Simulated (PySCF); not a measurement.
SMILES O[Si](O)(O)[Ge]([Cl])([Cl])[Cl] (H₃Cl₃GeO₃Si) (PBE0/def2-SVP optimised geometry):

```
11

Si    -0.733    -1.116    -1.847
O      0.261    -2.385    -2.138
O     -0.795    -0.114    -3.142
O     -2.233    -1.629    -1.434
Ge     0.163     0.105     0.000
Cl    -0.460     2.176     0.000
Cl    -0.459    -0.732     1.896
Cl     2.326     0.105     0.000
H      1.187    -2.203    -2.331
H     -1.313     0.694    -3.068
H     -2.326    -2.176    -0.647
```

Level of theory: PBE0/def2-TZVP (PySCF).

Question: What are the frontier orbital energies and the dipole moment?

Answer: HOMO-2 -9.41 eV, HOMO-1 -9.17 eV, HOMO -8.41 eV, LUMO -1.32 eV, LUMO+1 -0.76 eV; dipole moment 1.62 D.

On the same geometry PBE/def2-TZVP run with PySCF gives HOMO-2 -7.93 eV, HOMO-1 -7.69 eV, HOMO -7.13 eV, LUMO -2.24 eV, LUMO+1 -1.55 eV; dipole moment 1.77 D.

Meta-Löwdin charges at PBE0/def2-TZVP: Si1 1.35, O2 -0.74, O3 -0.74, O4 -0.74, Ge5 0.64, Cl6 -0.29, Cl7 -0.29, Cl8 -0.29, H9 0.37, H10 0.37, H11 0.37.
